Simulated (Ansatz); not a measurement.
**Redistribution: SiH3(GeH3) + GeH(CH3)2(SiH3) → GeH2(SiH3)2 + GeH2(CH3)2**

Species: SiH3(GeH3), singlet; GeH(CH3)2(SiH3), singlet; GeH2(SiH3)2, singlet; GeH2(CH3)2, singlet. The partners trade H for SiH3; both sit on Ge, so the bond types are kept.

Shapes, held fixed at every level: PBE0-D4/def2-TZVP. Programs: Ansatz 0.2.0. Electronic energies: no zero-point or thermal term.

| level | kind | ΔE (kJ/mol) | less CCSD(T)/def2-TZVPP |
| --- | --- | --- | --- |
| HF/def2-TZVPP | Hartree–Fock | -8.6 | -2.0 |
| PBE-D4/def2-TZVPP | GGA | -5.8 | +0.8 |
| r2SCAN-D4/def2-TZVPP | meta-GGA | -7.0 | -0.4 |
| wB97M-V/def2-TZVPP | range-separated hybrid | -7.0 | -0.4 |
| wB97X-V/def2-TZVPP | range-separated hybrid | -6.5 | +0.1 |
| MP2/def2-TZVPP | perturbation theory | -7.4 | -0.8 |
| CCSD/def2-TZVPP | coupled cluster or CI | -6.9 | -0.3 |
| CCSD(T)/def2-TZVPP | coupled cluster or CI | -6.6 | 0.0 |

The highest level, CCSD(T)/def2-TZVPP, gives ΔE = -6.6 kJ/mol; the levels span -8.6 to -5.8. The column of differences is taken from that level and isn't an error. No measured value is set beside it here. Relativity is left out for Ge. Outer-core shells of Ge are correlated, in sets that cover them unevenly.
